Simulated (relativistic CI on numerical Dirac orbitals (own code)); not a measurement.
Radial Dirac CI calculation of Re⁶²⁺.

Command:

```sh
python run_levels.py task.json out
```

Input:

```
atom Re  Z=75  charge=62  electrons=13
nucleus A=187  rms_radius_fm=5.3698
hamiltonian dirac-coulomb  breit=on  qed=on  c_scale=1
orbitals kli  potential=per-configuration
slater_scale 1
correlation none
mixing on
grid step=0.0125 r_max=2.2
scf mixing=0.4 start=green max_iterations=150 tolerance=2e-08 node_fill=0.05
configurations
  [Ne] 3s2 3p
end
```

Output:

```
SCF 1: [Ne] 3s2 3p
 iter      energy (Ha)   residual   last orbital (Ha)
    1    -12162.943242   4.74e+00   -292.02470
    2    -12182.155653   2.82e+00   -270.53096
    3    -12192.523972   5.61e-02   -241.54259
    4    -12192.525852   1.21e-02   -241.48488
    5    -12192.526831   1.41e-04   -241.37235
    6    -12192.526839   8.70e-06   -241.37311
    7    -12192.526840   4.68e-07   -241.37310
    8    -12192.526840   1.01e-09   -241.37310
orbital energies (Ha): 1s -2822.7821  2s -641.0280  2p1/2 -624.0602  2p3/2 -569.6348  3s -262.0970  3p1/2 -255.9565  3p3/2 -241.3731
configuration averages (Ha): Dirac-Coulomb, Breit, QED
  3p                          -12192.526840   14.349755   12.122450
levels: no., configuration, term, J, E (cm-1), weight
   1 3p                     2P*  1/2              0.0  1.00
   2 3p                     2P*  3/2        3143508.4  1.00
lowest total energy -12175.603248 Ha
end: converged
```
